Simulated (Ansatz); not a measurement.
One change: `FC(F)=[CH][AlH2]` becomes `OC=C(F)F`.

Ansatz, PBE0-D4/def2-TZVP geometries, multiplicity 1. Each molecule was computed in one conformer, which needn't be the lowest.

```json
{"property": "size of the dipole moment (B3LYP/def2-TZVPP) / D", "`FC(F)=[CH][AlH2]`": "0.74"}
{"property": "zero-point energy (PBE0-D4/def2-TZVP) / kJ/mol", "`FC(F)=[CH][AlH2]`": "106.3"}
{"property": "HOMO–LUMO gap (ωB97M-V/def2-TZVPP) / eV", "`FC(F)=[CH][AlH2]`": "10.12"}
{"property": "HOMO energy (B3LYP/def2-TZVPP) / eV", "`FC(F)=[CH][AlH2]`": "-7.73"}
{"property": "LUMO energy (B3LYP/def2-TZVPP) / eV", "`FC(F)=[CH][AlH2]`": "-1.97"}
{"property": "ideal-gas entropy at 298 K and 1 bar (rigid rotor, harmonic PBE0-D4/def2-TZVP) / J/(mol·K)", "`FC(F)=[CH][AlH2]`": "327"}
```

Problem. Give the same properties after the change, and the shifts. (Best estimate.)

Solution. Computed: 
```json
{"property": "size of the dipole moment (B3LYP/def2-TZVPP) / D", "`OC=C(F)F`": "2.57", "shift": "1.83"}
{"property": "zero-point energy (PBE0-D4/def2-TZVP) / kJ/mol", "`OC=C(F)F`": "109.5", "shift": "3.2"}
{"property": "HOMO–LUMO gap (ωB97M-V/def2-TZVPP) / eV", "`OC=C(F)F`": "11.25", "shift": "1.13"}
{"property": "HOMO energy (B3LYP/def2-TZVPP) / eV", "`OC=C(F)F`": "-6.64", "shift": "1.09"}
{"property": "LUMO energy (B3LYP/def2-TZVPP) / eV", "`OC=C(F)F`": "0.23", "shift": "2.20"}
{"property": "ideal-gas entropy at 298 K and 1 bar (rigid rotor, harmonic PBE0-D4/def2-TZVP) / J/(mol·K)", "`OC=C(F)F`": "300", "shift": "-27"}
```

With PBE0 the HOMO rises by 1.13 eV and the LUMO rises by 2.38 eV, so the gap widens by about 1.25 eV. PBE moves the HOMO by 1.28 eV and ωB97M-V by 1.08 eV. The zero-point energy changes by 3.2 kJ/mol with -3 modes. Dipoles are sizes alone; their direction can turn.

B3LYP here is the variant with VWN-RPA as its local correlation; programs differ in this.
